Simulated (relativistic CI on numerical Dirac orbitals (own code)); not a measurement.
**Ligand-field terms of d2**

Computed with a parametric ligand-field model of a d^n configuration (Racah B and C, spin-orbit zeta, crystal field), exact diagonalisation.

Field parameters in Wybourne normalisation: Oh B⁴₀ = 21Dq, B⁴₄ = √(5/14) B⁴₀; Td as Oh with Dq negative (B⁴₀ = 21Dq, B⁴₄ = √(5/14) B⁴₀). The field is a parameter set, without covalency.

(1) Lowest levels for B = 340, C = 1230, ζ = 3650 cm⁻¹, Td, 10Dq = -11950 cm⁻¹?

(2) Lowest levels for B = 480, C = 2320, ζ = 50 cm⁻¹, Oh, 10Dq = 11600 cm⁻¹?

(3) Lowest levels for B = 940, C = 3600, ζ = 650 cm⁻¹, Oh, 10Dq = 30300 cm⁻¹?

(4) Lowest levels for B = 920, C = 3970, ζ = 340 cm⁻¹, Oh, 10Dq = 30950 cm⁻¹?

(5) Lowest levels for B = 670, C = 3400, ζ = 110 cm⁻¹, Oh, 10Dq = 8350 cm⁻¹?

Results:

(1) T2 0 (S 0.97), E 3521 (S 0.49), A1 8724 (S 0.47), A2 13222 (S 1.00), T2 13555 (S 0.97), T1 14411 (S 0.98), E 15240 (S 0.74), T2 17767 (S 0.66), T1 17905 (S 0.84) cm⁻¹, with S from ⟨S²⟩ = S(S + 1). The ground level has 1.78 electrons in the cubic e pair.

(2) E 0 (S 1.00), T2 0 (S 1.00), T1 65 (S 1.00), A1 98 (S 1.00), T2 7814 (S 0.00), E 7937 (S 0.00), A2 10673 (S 1.00), T2 10687 (S 1.00), T1 10711 (S 1.00) cm⁻¹, with S from ⟨S²⟩ = S(S + 1). The ground level has 0.03 electrons in the cubic e pair.

(3) E 0 (S 1.00), T2 23 (S 1.00), T1 857 (S 1.00), A1 1254 (S 1.00), T2 13719 (S 0.01), E 13934 (S 0.01), A2 28429 (S 1.00), T2 28615 (S 1.00), T1 28917 (S 1.00) cm⁻¹, with S from ⟨S²⟩ = S(S + 1). The ground level has 0.02 electrons in the cubic e pair.

(4) E 0 (S 1.00), T2 6 (S 1.00), T1 435 (S 1.00), A1 643 (S 1.00), T2 14105 (S 0.00), E 14283 (S 0.00), A2 29010 (S 1.00), T2 29102 (S 1.00), T1 29265 (S 1.00) cm⁻¹, with S from ⟨S²⟩ = S(S + 1). The ground level has 0.02 electrons in the cubic e pair.

(5) E 0 (S 1.00), T2 3 (S 1.00), T1 157 (S 1.00), A1 235 (S 1.00), A2 7415 (S 1.00), T2 7436 (S 1.00), T1 7498 (S 1.00), E 7500 (S 1.00), T2 11306 (S 0.00) cm⁻¹, with S from ⟨S²⟩ = S(S + 1). The ground level has 0.07 electrons in the cubic e pair.
